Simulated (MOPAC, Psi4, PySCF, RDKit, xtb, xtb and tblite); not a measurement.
Two geometries of SMILES OB(O)c1cccs1, relaxed at GFN2-xTB with one dihedral held; other torsions can differ between them too.

Structure A

```
13

O      2.3478    -0.3470     1.0974
B      1.7423     0.0679    -0.0345
O      2.5150     0.5538    -1.0442
C      0.1797     0.0096    -0.0968
C     -0.6755    -0.8093     0.5858
C     -2.0401    -0.5553     0.3360
C     -2.2247     0.4736    -0.5302
S     -0.7342     1.1411    -1.0574
H      3.3030    -0.2743     1.0702
H      2.0569     0.8658    -1.8229
H     -0.3201    -1.5790     1.2468
H     -2.8455    -1.1102     0.7835
H     -3.1439     0.8889    -0.8932
```

Structure B

```
13

O      2.3356    -0.3195     1.1174
B      1.7330     0.0832    -0.0221
O      2.5133     0.5031    -1.0553
C      0.1727     0.0404    -0.0793
C     -0.7033    -0.3596     0.8920
C     -2.0593    -0.2745     0.5168
C     -2.2178     0.1934    -0.7483
S     -0.7134     0.5359    -1.4973
H      3.2916    -0.2664     1.0815
H      2.0592     0.7822    -1.8488
H     -0.3644    -0.7056     1.8516
H     -2.8784    -0.5484     1.1578
H     -3.1259     0.3604    -1.2931
```

Task: Which is lower in energy at the level DF-MP2 (frozen core)/cc-pVTZ // GFN2-xTB in Psi4, and by how much?

Result: B is lower, by 3.51 kJ/mol (dihedral O1–B2–C4–S8: 150° in A, 180° in B).

E(B) − E(A) in kJ/mol at the other levels, on the same two geometries: GFN2-xTB (xtb and tblite) -3.17; PBE0/def2-SVP // GFN2-xTB (Psi4) -3.53; PBE0-D3(BJ)/def2-SVP // GFN2-xTB (Psi4) -3.57; PBE/def2-SVP // GFN2-xTB (Psi4) -3.29; PBE-D3(BJ)/def2-SVP // GFN2-xTB (Psi4) -3.36; HF/cc-pVTZ // GFN2-xTB (Psi4) -3.89; UFF // GFN2-xTB (RDKit) -8.33; PM6, restricted, heats of formation // GFN2-xTB (MOPAC) -0.43; PM3, restricted, heats of formation // GFN2-xTB (MOPAC) -0.85; GFN1-xTB // GFN2-xTB (xtb) -3.75; restricted B3LYP/6-31G*, spherical d, density fitting // GFN2-xTB (PySCF) -3.68; restricted M06-2X/6-31G*, spherical d, density fitting // GFN2-xTB (PySCF) -3.81; restricted Hartree-Fock/6-31G*, spherical d, density fitting // GFN2-xTB (PySCF) -3.98; restricted B3LYP/LANL2DZ, with its core potentials past Ne // GFN2-xTB (PySCF) -5.58.
